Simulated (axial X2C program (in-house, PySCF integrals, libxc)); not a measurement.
# Which molecule has these constants?

All values come from calculations with an in-house relativistic program for diatomic molecules, spin-free (one-electron X2C) or two-component (2c: spin–orbit coupling with atomic mean-field Coulomb and Gaunt terms, which also bring small scalar terms), in Dyall basis sets with cores contracted in-house; open shells are unrestricted.

A two-component PBE0 calculation in a Dyall 3-zeta basis gave Re = 2.988 Å, ωe = 220.7 cm⁻¹, De = 0.38 eV, dipole magnitude 0.90 D, Ω = 3.

Which molecule is it?
A. NaMn
B. LiMn
C. MnH

B. The others have NaMn 3.292 Å and 114.4 cm⁻¹ (Ω = 3); MnH 1.722 Å and 1555.0 cm⁻¹ (Ω = 3).

Each entry is the lowest single determinant of a limited PBE0 search at one distance. De goes to single-determinant-based atoms at the same level (for ions the charge split of lowest energy) and is withheld (n/a) where an atom does not fit its ground term or J level. Main or longest-lived isotopes. One determinant is a doubtful description, or other states lie close, for LiMn, NaMn, MnH; these need not be ground states, and all values refer to the states named. Some open-shell Ω = 0 determinants are out of reach, so the Ω given for LiMn, NaMn, MnH need not be the lowest component. With several unpaired electrons the Ω given is that of one determinant, not necessarily of the lowest component.
